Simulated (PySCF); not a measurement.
SMILES C(=Cc1cccs1)c1ccsc1 (C10H8S2) (GFN2-xTB optimised geometry):

```
20

C      0.260     1.098     0.000
C     -0.161    -0.179     0.000
C      0.698    -1.324     0.000
C      2.068    -1.411     0.000
C      2.541    -2.736     0.000
C      1.539    -3.655     0.000
S     -0.010    -2.917     0.000
C     -0.596     2.255     0.000
C     -2.024     2.255     0.000
C     -2.552     3.499     0.000
S     -1.340     4.724     0.000
C     -0.106     3.536     0.000
H      1.320     1.310     0.000
H     -1.219    -0.400     0.000
H      2.716    -0.554     0.000
H      3.585    -2.997     0.000
H      1.614    -4.724     0.000
H     -2.623     1.363     0.000
H     -3.585     3.785     0.000
H      0.921     3.843     0.000
```

Computed with PySCF with CAM-B3LYP/def2-SVP.

What are the frontier orbital energies and the dipole moment?

HOMO-2 -8.46 eV, HOMO-1 -8.32 eV, HOMO -6.72 eV, LUMO -0.36 eV, LUMO+1 1.09 eV; dipole moment 0.27 D.

Meta-Löwdin charges at CAM-B3LYP/def2-SVP: C1 -0.10, C2 -0.11, C3 -0.09, C4 -0.14, C5 -0.13, C6 -0.24, S7 0.24, C8 -0.01, C9 -0.13, C10 -0.22, S11 0.27, C12 -0.25, H13 0.10, H14 0.10, H15 0.11, H16 0.11, H17 0.12, H18 0.11, H19 0.13, H20 0.12.
